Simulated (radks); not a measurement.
Rb4+, 33 electrons, occupied as [Ar] 3d10 4s1 4p3 5p1 (not the ground configuration). Calculated with a radial shooting solver on a logarithmic mesh with Libxc functionals: scalar-relativistic Kohn-Sham, SCAN, spin-unpolarised, spherical densities, finite nucleus; meta-GGA in the generalised Kohn-Sham scheme; Fermi nuclear charge, rms radius 4.2036 fm.

Unscreened Slater integrals over Kohn-Sham orbitals (cm^-1).

integral    value
F0(5p,5p)   60230
F2(5p,5p)   32796
F0(5p,4p)   74639
F2(5p,4p)   22446
G0(5p,4p)  4973.9
G2(5p,4p)  6717.2
F0(5p,4s)   75780
G1(5p,4s)  7498.8
F0(5p,3d)   82591
F2(5p,3d)  9468.8
G1(5p,3d)  2821.0
G3(5p,3d)  2806.2
F0(4p,4p)  133590
F2(4p,4p)   71254
F0(4p,4s)  140040
G1(4p,4s)   95429
F0(4p,3d)  171510
F2(4p,3d)   40261
G1(4p,3d)   13586
G3(4p,3d)   12884
F0(4s,4s)  147750
F0(4s,3d)  186770
G2(4s,3d)   16671
F0(3d,3d)  385150
F2(3d,3d)  186680
F4(3d,3d)  117940

Derived for the open shells (J is the average intra-shell exchange parameter used in DFT+U). 4p: J = F2/5 = 14250 cm^-1. 5p: J = F2/5 = 6559 cm^-1.
